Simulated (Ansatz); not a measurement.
Born–Oppenheimer molecular dynamics of Cl₃H₅Si₂ (10 atoms, charge 0, multiplicity 1). It starts from a rough guess of a transition structure, not a stationary point.

All numbers below come from UKS BHLYP-D4/STO-3G in Ansatz.

```yaml
ensemble: NVE (velocity Verlet)
time_step: 0.5 fs
steps_asked: 150
starting_velocities_drawn_for: 600 K
seed: 269513
```

First frame:

```xyz
10
Properties=species:S:1:pos:R:3
Si -0.863 -0.737 -0.531
H 0.585 -0.983 0.647
Cl 0.107 -2.252 -1.534
Cl -1.916 -1.609 1.008
Cl -2.319 -0.152 -1.847
H 1.227 -0.365 1.039
Si 0.633 1.233 0.236
H 0.217 2.531 -0.344
H 1.944 0.965 -0.341
H 0.385 1.367 1.667
```

How far do the bonds stretch over the last three quarters of this one trajectory? (Pairs bonded in most of those frames.)


```csv
bond,mean (Å),spread (Å),shortest,longest
Si1–Cl3,2.114,0.085,1.98,2.22
Si1–Cl4,2.099,0.063,2.01,2.22
Si1–Cl5,2.100,0.061,2.00,2.22
Si1–Si7,2.254,0.103,2.12,2.42
H2–H6,0.800,0.150,0.55,0.98
Si7–H8,1.435,0.038,1.38,1.49
Si7–H9,1.436,0.018,1.40,1.47
Si7–H10,1.439,0.036,1.38,1.50
```

Pairs bonded in part of these frames only: H2–H6 62 %.

Mean temperature of the second half: 3122 K. The conserved energy wandered by up to 6.6 meV per atom (net -1.3 meV per atom), which is poor conservation. The kinetic energy rose, since the run started high on the potential surface and went downhill. It ends in pieces (Cl3H3Si2 + H2), so much of that is their flight and rotation, not heat. A run of 0.075 ps of so small a system gives no equilibrium averages. The orbitals were unrestricted but ended closed-shell. Limits of this set-up: minimal basis.

Time of the run: 11 min on 1 thread of Arm Neoverse V1, with other jobs on the host, peak memory 0.22 GiB.
